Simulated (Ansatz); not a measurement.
`BrC1B[SiH2]1` → B• + Br• + C• + 4 H• + Si•  (atomization)

Isolated molecules relaxed with PBE0-D4/def2-TZVP in Ansatz; ΔE leaves out vibrations. CCSD(T)/CBS is the MP2 limit (def2-TZVPP, def2-QZVPP) plus CCSD(T) − MP2 in def2-TZVPP, frozen cores. This one scheme is used for every species, atoms too. DFT in def2-TZVPP. B3LYP here is the variant with VWN-RPA as its local correlation; programs differ in this. HSE06 is defined as in plane-wave codes. No spin–orbit coupling; open shells (•) take unrestricted orbitals. Spin–orbit coupling would lower the free atoms: a little for B, C, Si; clearly for Br. For Br outer-core shells are correlated without core-valence functions, so the limit isn't a true one: a few kJ/mol of doubt a bond, and 10 to 20 or more in all where bonds break to atoms. Scalar relativity is left out up to krypton.

```tsv
level	ΔE (eV)	difference from CCSD(T)/CBS
LDA (SPW92)	30.34	4.09
revPBE-D4	26.34	0.09
r2SCAN-D4	26.65	0.40
B97M-V	26.61	0.36
PBE-QIDH	26.30	0.05
revPBE	25.81	-0.44
BLYP	25.80	-0.45
B3LYP	25.98	-0.27
r2SCAN0	26.18	-0.07
HSE06	26.43	0.18
CAM-B3LYP	26.09	-0.16
HF/def2-SVP	19.17	-7.08
MP2/def2-SVP	25.03	-1.22
MP2/def2-TZVPP	26.01	-0.24
CCSD/def2-TZVPP	25.02	-1.23
SCS-MP2/def2-QZVPP	26.23	-0.02
CCSD(T)/CBS	26.25	0
```

Largest T1 diagnostic among the species: 0.014.

Leaving LDA and LC-ωPBE aside and taking each functional with its dispersion term where it has one, the values, not all of them listed here, spread over 1.40 eV, from BHLYP-D4 to PBE-D4. LDA lies +3.54 eV from PBE without D4, its usual overbinding. At CCSD(T), def2-SVP lies −1.59 eV from the extrapolated value and def2-TZVPP −0.72 eV: correlation converges slowly with the basis, and small sets miss more of it in the bonded molecule than in its fragments. In def2-TZVPP, CCSD(T) changes the Hartree–Fock value by +6.48 eV (the triples alone add +0.51 eV) and MP2 by +6.97 eV; breaking electron pairs costs correlation energy, which Hartree–Fock lacks.

For atomizations the MP2-based limit and the directly extrapolated one differ by several kJ/mol either way, and by 10 to 25 for some Ge, Se and Sn compounds, so smaller differences from it don't rank the levels.
